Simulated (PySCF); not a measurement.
H9NSi3, SMILES [SiH3]N[SiH2][SiH3].

Geometry optimised at PBE0-D3(BJ)/def2-SVP. One conformer was computed; it need not be the lowest.

Two levels are set side by side: PBE/def2-TZVP (PySCF) and ωB97X/def2-TZVP (PySCF). Same geometry, gas phase. Differences are taken from unrounded values.

```json
[
 {"quantity": "orbital gap (eV)", "PBE": "4.92"},
 {"quantity": "highest occupied level (eV)", "PBE": "-6.20"},
 {"quantity": "lowest empty level (eV)", "PBE": "-1.28"},
 {"quantity": "dipole moment (D)", "PBE": "1.08"},
 {"quantity": "mean polarisability (bohr³)", "PBE": "93.7"}
]
```

These are the PBE values. What does ωB97X give? (The exact figures need the calculation; the answer reports its results.)


```json
[
 {"quantity": "orbital gap (eV)", "ωB97X": "11.50", "PBE minus ωB97X": "-6.58"},
 {"quantity": "highest occupied level (eV)", "ωB97X": "-9.92", "PBE minus ωB97X": "3.71"},
 {"quantity": "lowest empty level (eV)", "ωB97X": "1.58", "PBE minus ωB97X": "-2.87"},
 {"quantity": "dipole moment (D)", "ωB97X": "1.11", "PBE minus ωB97X": "-0.03"},
 {"quantity": "mean polarisability (bohr³)", "ωB97X": "88.8", "PBE minus ωB97X": "4.9"}
]
```

PBE's occupied levels lie high since its potential decays too fast outside the molecule; exact exchange lowers them and widens the gap. Loosely held outer electrons make PBE densities more polarisable. Differences between two approximate levels are no errors against the true value.

Rough cost on one machine, each run with all the roots and properties that it gave: ωB97X against PBE within a factor of 2.
